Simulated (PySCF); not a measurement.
Record of a relaxation.

ZrHF3 (singlet state).
Bonds: Zr1–F3, Zr1–F4, Zr1–F5. Hydrogens: H2 on Zr1.

Method: PBE0-D3(BJ)/def2-SVP geometry optimisation, gas phase, def2 core potentials past Kr in PySCF; density fitting, grid level 1; the optimiser is geomeTRIC in internal coordinates, started from a GFN2-xTB structure with every atom displaced at random (about 0.03 Å). The frame can shift and turn from step to step; on so coarse a grid that alone can change the energy by a few meV, and forces under 0.02 eV/Å are noise.

Step 0: E = -9438.6946 eV, largest atomic force 4.590 eV/Å
```
atom  x, y, z in Å  |  force x, y, z in eV/Å
Zr1     0.062   -0.077    0.110   -4.254   1.334  -1.093
H2     -0.006   -0.032    1.853    0.144  -0.061   1.709
F3      1.648    0.003   -0.688    4.060   0.020  -1.373
F4     -0.764    1.494   -0.644    0.288  -0.648   0.659
F5     -0.865   -1.499   -0.693   -0.238  -0.644   0.099
```

Step 1: E = -9439.0942 eV, largest atomic force 1.246 eV/Å
```
atom  x, y, z in Å  |  force x, y, z in eV/Å
Zr1     0.002   -0.035    0.022    1.051  -0.446  -0.392
H2     -0.009   -0.038    1.952   -0.021  -0.004  -0.715
F3      1.800   -0.004   -0.687   -1.058  -0.084   0.654
F4     -0.815    1.516   -0.649   -0.168   0.195   0.117
F5     -0.903   -1.549   -0.699    0.196   0.339   0.337
```

Step 2: E = -9439.1747 eV, largest atomic force 0.598 eV/Å
```
atom  x, y, z in Å  |  force x, y, z in eV/Å
Zr1     0.007   -0.033   -0.001    0.564   0.030  -0.198
H2     -0.015   -0.044    1.876   -0.012  -0.011  -0.232
F3      1.804   -0.021   -0.634   -0.385  -0.050   0.286
F4     -0.826    1.534   -0.629   -0.107   0.140   0.071
F5     -0.895   -1.547   -0.674   -0.060  -0.110   0.072
```

Step 3: E = -9439.1992 eV, largest atomic force 0.354 eV/Å
```
atom  x, y, z in Å  |  force x, y, z in eV/Å
Zr1     0.015   -0.025   -0.037   -0.288   0.035  -0.202
H2     -0.024   -0.049    1.802   -0.007  -0.005   0.106
F3      1.821   -0.039   -0.570    0.229  -0.011  -0.015
F4     -0.838    1.568   -0.605    0.034  -0.058   0.060
F5     -0.899   -1.565   -0.652    0.032   0.040   0.051
```

Step 4: E = -9439.2029 eV, largest atomic force 0.105 eV/Å
```
atom  x, y, z in Å  |  force x, y, z in eV/Å
Zr1     0.013   -0.023   -0.052   -0.049   0.022  -0.002
H2     -0.032   -0.051    1.792   -0.011  -0.002   0.028
F3      1.833   -0.043   -0.553    0.104  -0.003  -0.011
F4     -0.840    1.573   -0.599   -0.016   0.030  -0.001
F5     -0.900   -1.566   -0.649   -0.028  -0.048  -0.014
```

Step 5: E = -9439.2035 eV, largest atomic force 0.031 eV/Å
```
atom  x, y, z in Å  |  force x, y, z in eV/Å
Zr1     0.014   -0.022   -0.059    0.006   0.022   0.001
H2     -0.042   -0.053    1.787   -0.010  -0.001  -0.008
F3      1.843   -0.045   -0.540   -0.015   0.002   0.008
F4     -0.840    1.579   -0.598    0.016  -0.026   0.005
F5     -0.900   -1.569   -0.651    0.003   0.004  -0.007
```

Step 6: E = -9439.2038 eV, largest atomic force 0.027 eV/Å
```
atom  x, y, z in Å  |  force x, y, z in eV/Å
Zr1     0.014   -0.022   -0.060    0.017  -0.018   0.009
H2     -0.049   -0.055    1.786   -0.009  -0.001  -0.004
F3      1.845   -0.045   -0.534   -0.015   0.003   0.008
F4     -0.838    1.578   -0.598    0.000   0.006  -0.007
F5     -0.898   -1.568   -0.656    0.008   0.010  -0.007
```

**Question.** Summarise the path.

**Answer.** The energy falls by 11.74 kcal/mol from step 0 to step 6; nine tenths of that is first reached at step 2. It falls at every step. The largest force goes from 4.590 to 0.027 eV/Å. Among the bonds Zr1–F3 changes most, from 1.778 to 1.892 Å; the atoms move by 0.152 Å rms after alignment.

**Question.** Follow the three bonds and two angles with the largest change from start to end.

**Answer.** 
```csv
step,E above end (kcal/mol),largest force (eV/Å),Zr1–F3 (Å),Zr1–H2 (Å),Zr1–F4 (Å),H2–Zr1–F3 (°),F3–Zr1–F4 (°)
0,11.74,4.590,1.778,1.745,1.928,118.8,99.8
1,2.53,1.246,1.934,1.930,1.877,111.8,105.1
2,0.67,0.598,1.905,1.877,1.883,110.1,107.5
3,0.10,0.354,1.883,1.840,1.894,107.6,110.7
4,0.02,0.105,1.887,1.845,1.891,106.8,111.6
5,0.01,0.031,1.892,1.847,1.893,106.4,112.0
6,0.00,0.027,1.892,1.846,1.891,106.5,112.0
```

The cost below is that of the whole optimisation. Time: 32 s wall; peak memory 0.30 GiB. Hardware: one thread, Arm Neoverse N1 (aarch64), no GPU (shared host).
